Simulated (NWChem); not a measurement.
System: CH4AlFOS; SMILES C[S][Al]([OH])[F]

Output (shortened):

```
             Northwest Computational Chemistry Package (NWChem) 7.3.0
             --------------------------------------------------------

 C1  symmetry detected

                             Geometry "geometry" -> ""
                             -------------------------

 Output coordinates in angstroms (scale by  1.889725989 to convert to a.u.)

  No.       Tag          Charge          X              Y              Z
 ---- ---------------- ---------- -------------- -------------- --------------
    1 Al                  13.0000    -0.00954904     0.80323245    -0.00033353
    2 F                    9.0000     0.96053833     2.15083421    -0.00114258
    3 O                    8.0000    -1.69741811     0.93395110     0.00050166
    4 H                    1.0000    -2.21261911     1.74151571     0.01100505
    5 S                   16.0000     0.87280683    -1.16237596     0.00129280
    6 C                    6.0000    -0.64510902    -2.19480841    -0.00213222
    7 H                    1.0000    -1.55696312    -1.58418512     0.01592867
    8 H                    1.0000    -0.62433563    -2.84465799     0.88271724
    9 H                    1.0000    -0.64169989    -2.81694539    -0.90693661

 Effective nuclear repulsion energy (a.u.)     276.9130013012

                                 NWChem DFT Module
                                 -----------------

 Summary of "ao basis" -> "ao basis" (spherical)
 ------------------------------------------------------------------------------
       Tag                 Description            Shells   Functions and Types
 ---------------- ------------------------------  ------  ---------------------
 Al                         def2-svp                 8       18   4s3p1d
 F                          def2-svp                 6       14   3s2p1d
 O                          def2-svp                 6       14   3s2p1d
 H                          def2-svp                 3        5   2s1p
 S                          def2-svp                 8       18   4s3p1d
 C                          def2-svp                 6       14   3s2p1d

            General Information
            -------------------
          SCF calculation type: DFT
          Wavefunction type:  closed shell.
          No. of atoms     :     9
          No. of electrons :    56
           Alpha electrons :    28
            Beta electrons :    28
          Charge           :     0
          Spin multiplicity:     1
          Use of symmetry is: off; symmetry adaption is: off
          Maximum number of iterations: 150
          AO basis - number of functions:    98
                     number of shells:    46
          Convergence on energy requested:  1.00D-06
          Convergence on density requested:  1.00D-05
          Convergence on gradient requested:  5.00D-04

              XC Information
              --------------
                      HCTH407 Method XC Functional
                      HCTH407  Exchange Functional  1.000
                   HCTH407  Correlation Functional  1.000

             Grid Information
             ----------------
          Grid used for XC integration:  medium
          Radial quadrature: Mura-Knowles
          Angular quadrature: Lebedev.
          Tag              B.-S. Rad. Rad. Pts. Rad. Cut. Ang. Pts.
          ---              ---------- --------- --------- ---------
          Al                  1.25       88          10.0       590
          F                   0.50       49          13.0       434
          O                   0.60       49          11.0       434
          H                   0.35       45          12.0       434
          S                   1.00       88          11.0       590
          C                   0.70       49          11.0       434
          Grid pruning is: on
          Number of quadrature shells:   503
          Spatial weights used:  Erf1

      Superposition of Atomic Density Guess
      -------------------------------------

 Sum of atomic energies:        -852.74432746

      Non-variational initial energy
      ------------------------------

 Total energy =    -854.082122
 1-e energy   =   -1731.474973
 2-e energy   =     600.479850
 HOMO         =      -0.302702
 LUMO         =      -0.034888

     ---------------------------------------------
      Total Density - Mulliken Population Analysis
     ---------------------------------------------

    Atom       Charge   Shell Charges
 -----------   ------   -------------------------------------------------------
    1 Al  13    11.54   2.00  1.99  0.61  0.06  5.93  0.50  0.22  0.23
    2 F    9     9.67   1.99  1.15  0.79  3.56  2.18  0.00
    3 O    8     8.87   1.99  1.10  0.64  3.14  2.00  0.00
    4 H    1     0.65   0.52  0.07  0.06
    5 S   16    16.42   2.00  1.99  1.20  0.65  5.94  1.78  2.81  0.04
    6 C    6     6.19   1.99  0.94  0.25  1.91  1.08  0.02
    7 H    1     0.89   0.67  0.19  0.03
    8 H    1     0.88   0.67  0.19  0.02
    9 H    1     0.88   0.67  0.19  0.02

   convergence    iter        energy       DeltaE   RMS-Dens  Diis-err
 ---------------- ----- ----------------- --------- --------- ---------
 d= 0,ls=0.0,diis     1   -855.9153635950 -1.13D+03  1.76D-02  9.46D-01
 d= 0,ls=0.0,diis     2   -855.7015738065  2.14D-01  1.09D-02  3.32D+00
 d= 0,ls=0.0,diis     3   -856.0211192508 -3.20D-01  1.77D-03  3.20D-02
 d= 0,ls=0.0,diis     4   -856.0232549618 -2.14D-03  9.81D-04  8.57D-03
 d= 0,ls=0.0,diis     5   -856.0244191067 -1.16D-03  2.54D-04  1.12D-03
  Resetting Diis
 d= 0,ls=0.0,diis     6   -856.0245503082 -1.31D-04  6.70D-05  6.98D-05
 d= 0,ls=0.0,diis     7   -856.0245579368 -7.63D-06  4.39D-05  5.82D-06
 d= 0,ls=0.0,diis     8   -856.0245564049  1.53D-06  2.79D-05  2.10D-05
 d= 0,ls=0.0,diis     9   -856.0245585607 -2.16D-06  3.87D-06  1.61D-07
 d= 0,ls=0.0,diis    10   -856.0245585780 -1.74D-08  1.17D-06  1.41D-08

         Total DFT energy =     -856.024558578034
      One electron energy =    -1736.772068046129
           Coulomb energy =      674.384893840454
    Exchange-Corr. energy =      -70.550385673567
 Nuclear repulsion energy =      276.913001301208

 Numeric. integr. density =       55.999988470969

                       DFT Final Molecular Orbital Analysis
                       ------------------------------------

 Vector   26  Occ=2.000000D+00  E=-2.872340D-01
              MO Center= -1.5D+00,  9.4D-01,  8.8D-04, r^2= 1.2D+00
   Bfn.  Coefficient  Atom+Function         Bfn.  Coefficient  Atom+Function
  ----- ------------  ---------------      ----- ------------  ---------------
    38      0.590493  3 O  pz                41      0.441235  3 O  pz
    24      0.126604  2 F  pz                13      0.114589  1 Al pz
    27     -0.095501  2 F  pz                10      0.092261  1 Al pz
    17      0.066644  1 Al d  1               7     -0.057844  1 Al pz
    61      0.038223  5 S  pz                64      0.033428  5 S  pz

 Vector   27  Occ=2.000000D+00  E=-2.692788D-01
              MO Center=  4.9D-01, -1.0D+00,  2.7D-03, r^2= 2.8D+00
   Bfn.  Coefficient  Atom+Function         Bfn.  Coefficient  Atom+Function
  ----- ------------  ---------------      ----- ------------  ---------------
    62      0.367433  5 S  px                59      0.294220  5 S  px
    63     -0.289062  5 S  py                60     -0.234596  5 S  py
     3     -0.186804  1 Al s                 54      0.183959  5 S  s
    55      0.183920  5 S  s                 84      0.183334  7 H  s
    56      0.166640  5 S  px                73     -0.163959  6 C  px

 Vector   28  Occ=2.000000D+00  E=-2.224518D-01
              MO Center=  6.4D-01, -1.1D+00, -7.5D-04, r^2= 2.2D+00
   Bfn.  Coefficient  Atom+Function         Bfn.  Coefficient  Atom+Function
  ----- ------------  ---------------      ----- ------------  ---------------
    64      0.607048  5 S  pz                61      0.427332  5 S  pz
    58      0.241601  5 S  pz                94      0.131066  9 H  s
    89     -0.128106  8 H  s                 75     -0.118243  6 C  pz
    38     -0.107829  3 O  pz                13      0.094705  1 Al pz
    41     -0.090019  3 O  pz                95      0.083424  9 H  s

 Vector   29  Occ=0.000000D+00  E=-5.113136D-02
              MO Center= -2.0D-01,  8.4D-01,  7.6D-04, r^2= 4.9D+00
   Bfn.  Coefficient  Atom+Function         Bfn.  Coefficient  Atom+Function
  ----- ------------  ---------------      ----- ------------  ---------------
     4      1.178792  1 Al s                 35     -0.425839  3 O  s
    63     -0.318775  5 S  py                55     -0.308493  5 S  s
    21     -0.222778  2 F  s                  2      0.207716  1 Al s
    72     -0.192437  6 C  s                 54     -0.181054  5 S  s
    48      0.177951  4 H  s                 60     -0.152388  5 S  py

 Vector   30  Occ=0.000000D+00  E=-1.764586D-02
              MO Center=  3.0D-02,  6.7D-01,  3.2D-03, r^2= 4.2D+00
   Bfn.  Coefficient  Atom+Function         Bfn.  Coefficient  Atom+Function
  ----- ------------  ---------------      ----- ------------  ---------------
    13      0.830200  1 Al pz                64     -0.335213  5 S  pz
    10      0.326711  1 Al pz                41     -0.217924  3 O  pz
    38     -0.216417  3 O  pz                24      0.187756  2 F  pz
    61     -0.172518  5 S  pz                 7     -0.169664  1 Al pz
    27     -0.168449  2 F  pz                58     -0.094171  5 S  pz

[...]
```

Level: HCTH/407/def2-SVP. The geometry was optimised at PBE0/def2-SVP.

### Question
Reconstruct the input file.

### Answer
One answer among several that fit: the input that was run:
```
start job
memory heap 200 mb stack 900 mb global 1100 mb
geometry units angstroms noautoz
  Al    -0.091952     0.767604    -0.000680
  F      0.811229     2.160931     0.001471
  O     -1.784040     0.815682     0.022053
  H     -2.337806     1.596958     0.047627
  S      0.885086    -1.152457    -0.031232
  C     -0.580640    -2.257731    -0.027529
  H     -1.520864    -1.692609     0.008260
  H     -0.517037    -2.914888     0.849850
  H     -0.558362    -2.869586    -0.939052
end
basis spherical
  * library def2-svp
end
dft
  xc hcth407
  iterations 150
  mulliken
end
task dft energy
```
